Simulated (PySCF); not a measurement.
(1S)-1-cyclopropylethanol (C5H10O), SMILES C[C@H](O)C1CC1. The structure is a stationary point at PBE-D3(BJ)/def2-SVP. The values are those of a single conformer.

Computed equilibrium geometry at PBE-D3(BJ)/def2-SVP (PySCF confirms it by a frequency run) as a Z-matrix (one conformer of several):
```
C
H 1 1.1033
C 1 1.5085 2 115.83
H 3 1.1010 1 118.05 2 3.59
H 3 1.1010 4 114.00 1 -145.65
C 3 1.5116 4 118.61 5 -144.76
H 6 1.1010 3 118.74 4 -0.13
H 6 1.1023 7 113.91 1 146.39
C 1 1.5235 2 111.34 6 -143.45
H 9 1.1128 1 107.62 2 -54.48
O 9 1.4280 10 104.51 1 -116.40
H 11 0.9766 9 105.75 10 168.76
C 9 1.5306 10 107.96 11 -118.36
H 13 1.1068 9 109.01 10 62.18
H 13 1.1086 14 108.22 9 122.46
H 13 1.1106 14 107.45 15 116.53
```
Charge 0, spin multiplicity 1.
